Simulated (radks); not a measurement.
Results of a calculation; reference values are marked as such.
Question: Coherent X-ray form factor from a spherical all-electron density. Level of theory: Dirac Kohn-Sham, BLYP, spin-unpolarised, spherical densities, finite nucleus; Fermi nuclear charge, rms radius of each element as measured or else 0.836 A^(1/3) + 0.57 fm (a radial shooting solver on a logarithmic mesh with Libxc functionals).

| sin(theta)/lambda (1/angstrom) | f0 (electrons) |
|---|---|
| 0.05 | 39.927 |
| 0.1 | 39.708 |
| 0.15 | 39.349 |
| 0.2 | 38.855 |
| 0.25 | 38.237 |
| 0.3 | 37.505 |
| 0.4 | 35.755 |
| 0.5 | 33.723 |
| 0.6 | 31.531 |
| 0.8 | 27.116 |
| 1 | 23.194 |
| 1.25 | 19.386 |
| 1.5 | 16.657 |
| 2 | 12.858 |

The species is in the configuration that NIST lists as its ground one. Which atom or ion scatters so?

Answer: The thulium ion Tm29+, [Kr] 4d4. Extrapolating in s^2 from the first two rows gives f0(0) = 40.0, near the electron count 40; among species with that count, the fall with angle is slower the higher Z, and the table is that of Z = 69; from so few rows the species is fixed only to a neighbour or two.
